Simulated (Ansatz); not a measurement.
SbH2I. Charge 0, multiplicity 3. Geometry r2SCAN-D4/def2-TZVP, that of the neutral singlet; atoms count from 1.

```xyz
4

Sb    0.236   -0.064   -0.833
H    -1.394    0.375   -0.543
H     0.756    1.344   -0.009
I     0.402   -1.655    1.385
```

In the def2 sets I, Sb take a core potential; there is no spin–orbit coupling. At PBE0-D4/def2-TZVP a singlet of charge 0 lies 3.25 eV below the triplet at the same geometry.

(1) Estimate the Mulliken populations from the PBE0/def2-TZVP orbitals of Ansatz.

(2) Where does the spin sit?

(3) And the Mayer bond orders between bonded heavy atoms (over 0.3)?

Results:

(1) 
```tsv
atom	charge (e)	spin (α − β)
Sb1	-0.02	1.10
H2	0.04	0.03
H3	0.04	0.03
I4	-0.06	0.83
```
Mulliken values and Mayer orders depend strongly on the basis.

(2) Summed by element: Sb 1.10, H 0.07, I 0.83, of 2 unpaired in all. Largest on single atoms: Sb1 1.10, I4 0.83, H2 0.03.

(3) Sb1–I4 0.90 (2.74 Å).
